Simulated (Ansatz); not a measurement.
C$_{2}$H$_{6}$O$_{2}$Si, SMILES `COC(=O)[SiH3]`. Total charge 0; spin multiplicity 1.

```xyz
11

C     1.3341   -1.4175   -0.5937
O     0.7314   -0.1287   -0.4560
C    -0.3948   -0.0930    0.2690
O    -0.8877   -1.0645    0.7797
Si   -1.1586    1.6610    0.4318
H     1.5994   -1.8209    0.3843
H     2.2239   -1.2648   -1.1996
H     0.6484   -2.1088   -1.0851
H    -0.3916    2.6658   -0.3425
H    -2.5527    1.5711   -0.0630
H    -1.1518    2.0002    1.8750
```

(1) What are the harmonic wavenumbers in cm⁻¹ at PBE0-D4/def2-TZVP (Ansatz, finite differences of forces, unscaled)? (Best estimate.)

(2) Is this a minimum?

(3) Give the ideal-gas thermochemistry at 298.15 K and 1 bar (rigid rotor, harmonic oscillator; point group Cs, symmetry number 1).

Results:

(1) Computed: 29, 137, 160, 182, 323, 427, 479, 623, 729, 821, 899, 935, 940, 1005, 1169, 1194, 1235, 1460, 1477, 1490, 1784, 2245, 2258, 2260, 3069, 3148, 3183.

(2) Yes, all 27 modes are real.

(3) Zero-point energy 201.3 kJ/mol; H(298) − E = 222.4 kJ/mol; entropy 351.0 J/(mol·K), of which translation 165.0, rotation 110.6, vibration 75.4; G(298) − E = 117.8 kJ/mol. Modes under 100 cm⁻¹ are hindered rotations or soft bends, so the harmonic entropy is rough.
